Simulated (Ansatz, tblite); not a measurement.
Oligo(thiophene): gap (eV) at several levels, gas phase, relaxed structures; Ansatz, xTB through tblite. A dash marks a value that wasn't run or was left out as unsound. The structures are stationary points that may keep the symmetry of their start.

```csv
species,state,geometry,GFN1-xTB,GFN2-xTB,PBE-D4/def2-SVP,PBE-D4/def2-TZVP,PBE0-D4/def2-SVP
c1csc(-c2ccc(-c3ccc(-c4cccs4)s3)s2)c1,singlet,PBE-D4/def2-SVP,1.78,1.73,1.88,1.82,3.22
c1csc(-c2ccc(-c3ccc(-c4ccc(-c5cccs5)s4)s3)s2)c1,singlet,PBE-D4/def2-SVP,1.61,1.57,1.70,1.64,2.98
c1csc(-c2ccc(-c3ccc(-c4ccc(-c5ccc(-c6cccs6)s5)s4)s3)s2)c1,singlet,PBE-D4/def2-SVP,1.48,1.44,1.54,1.49,2.77
c1csc(-c2ccc(-c3ccc(-c4ccc(-c5ccc(-c6ccc(-c7cccs7)s6)s5)s4)s3)s2)c1,singlet,r2SCAN-D4/def2-SVP,1.44,1.39,1.47,–,2.68
c1csc(-c2ccc(-c3ccc(-c4ccc(-c5ccc(-c6ccc(-c7ccc(-c8ccc(-c9cccs9)s8)s7)s6)s5)s4)s3)s2)c1,singlet,PBE-D4/def2-SVP,1.29,1.25,1.30,1.25,2.46
```

Question: Estimate the column for PBE0-D4/def2-TZVP.

Answer: c1csc(-c2ccc(-c3ccc(-c4cccs4)s3)s2)c1 3.15; c1csc(-c2ccc(-c3ccc(-c4ccc(-c5cccs5)s4)s3)s2)c1 2.91; c1csc(-c2ccc(-c3ccc(-c4ccc(-c5ccc(-c6cccs6)s5)s4)s3)s2)c1 2.71; c1csc(-c2ccc(-c3ccc(-c4ccc(-c5ccc(-c6ccc(-c7ccc(-c8ccc(-c9cccs9)s8)s7)s6)s5)s4)s3)s2)c1 2.40.

Over the 4 species that have every level, the mean is 1.54 at GFN1-xTB, 1.50 at GFN2-xTB, 1.61 at PBE-D4/def2-SVP, 1.55 at PBE-D4/def2-TZVP, 2.86 at PBE0-D4/def2-SVP, 2.79 at PBE0-D4/def2-TZVP. Orbital gaps grow with the share of exact exchange and aren't one observable across functionals.
